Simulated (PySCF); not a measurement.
# Fe(II): linear complexes compared

All values are computed with PySCF: state-averaged CASSCF of the d shell with SC-NEVPT2, spin-free X2C, triple-zeta basis on the metal and double-zeta on the ligands, mean-field spin-orbit coupling; DFT geometries.

```json
{"complex": "FeBr2", "point group": "D∞h", "M–L / Å": "2.26", "L–M–L / °": "180", "solvent": "none"}
{"complex": "Fe(OH)2", "point group": "C2h", "M–L / Å": "1.78", "L–M–L / °": "180", "solvent": "none"}
{"complex": "FeF2", "point group": "D∞h", "M–L / Å": "1.75", "L–M–L / °": "180", "solvent": "none"}
{"complex": "FeI2", "point group": "D∞h", "M–L / Å": "2.49", "L–M–L / °": "180", "solvent": "none"}
{"complex": "Fe(SH)2", "point group": "C2h", "M–L / Å": "2.23", "L–M–L / °": "180", "solvent": "none"}
{"complex": "Fe(NH2)2", "point group": "D2h", "M–L / Å": "1.86", "L–M–L / °": "180", "solvent": "none"}
{"complex": "Fe(CH3)2", "point group": "D3d", "M–L / Å": "2.04", "L–M–L / °": "180", "solvent": "none"}
```

What are the ground states and moments?


```csv
complex,shell,ground state (NEVPT2),total orbital splitting (CASSCF fit) / cm⁻¹,μeff(300 K) / μB
FeBr2,d6,5Δg,4156,6.25
Fe(OH)2,d6,5Ag,8667,6.23
FeF2,d6,5Δg,10045,6.23
FeI2,d6,5Δg,3070,6.27
Fe(SH)2,d6,5Ag,4840,6.23
Fe(NH2)2,d6,5Ag,8968,6.19
Fe(CH3)2,d6,5Eg,5182,6.26
```

In Fe(OH)2, Fe(SH)2, Fe(NH2)2 the next state lies within 300 cm⁻¹ of the lowest, inside the method's error, so which of them is lowest is undecided.
